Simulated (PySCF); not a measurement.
# Polarisability and C₆ of Mn(2+) (manganese, charge +2)

[Ar] 3d5, high-spin 6S determinant. All numbers are calculated (PySCF 2.14, scalar relativity by spin-free X2C-1e, in ANO-RCC-VTZP). Coupled (time-dependent) response in atomic units; α is the mean over directions. The basis has no added diffuse functions, which lowers α and C₆.

| method | mean α (bohr³) | C₆ (like pair) | S(−4) |
| --- | --- | --- | --- |
| UHF | 3.061 | 9.022 | 4.507 |
| PBE | 3.883 | 11.36 | 10.78 |
| PBE0 | 3.573 | 10.49 | 7.993 |
| PBEsol | 3.872 | 11.36 | 10.50 |

S(−4) is the Cauchy moment in α(ω) = α(0) + S(−4) ω² + …

α(iu) at PBE:

```tsv
u (hartree)	α(iu) (bohr³)
0	3.883
0.0500	3.856
0.100	3.780
0.200	3.525
0.300	3.218
0.500	2.677
0.750	2.213
1.00	1.891
1.50	1.434
2.00	1.109
3.00	0.6962
5.00	0.3329
```

A single London oscillator, α(iu) = α/(1 + u²/ω²), gives C₆ = (3/4) ω α². Matching the computed C₆ needs ω = 4 × 11.36 / (3 × 3.883²) = 1.00 hartree.

For an ion, C₆ is the dispersion term alone; charge-induced terms of lower order in 1/R come first.
